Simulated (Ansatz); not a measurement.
RuF3, SMILES [Ru]([F])([F])[F] (connectivity only; charge and spin as stated), neutral, multiplicity 4.

The structure is a stationary point at PBE0-D3(BJ)/def2-TZVP. The spin state was assumed, not searched. The def2 effective core potentials stand for the cores of Ru; spin–orbit coupling is left out.

Two levels are set side by side: PBE/def2-SVPD (Ansatz, an electronic-structure program) and CAM-B3LYP/def2-SVPD (Ansatz). Energy differences of separate SCF runs at the same geometry; the states with an electron removed or added have multiplicity 5 and 3. Differences are taken from unrounded values.

| quantity | CAM-B3LYP |
|---|---|
| vertical ionisation energy (eV) | 11.24 |
| vertical electron affinity (eV) | 2.62 |

Question: What does PBE give, and how far is it from CAM-B3LYP? (The exact figures need the calculation; the answer reports its results.)

Answer: 
```json
[
 {"quantity": "vertical ionisation energy (eV)", "PBE": "10.34", "PBE minus CAM-B3LYP": "-0.90"},
 {"quantity": "vertical electron affinity (eV)", "PBE": "2.29", "PBE minus CAM-B3LYP": "-0.33"}
]
```
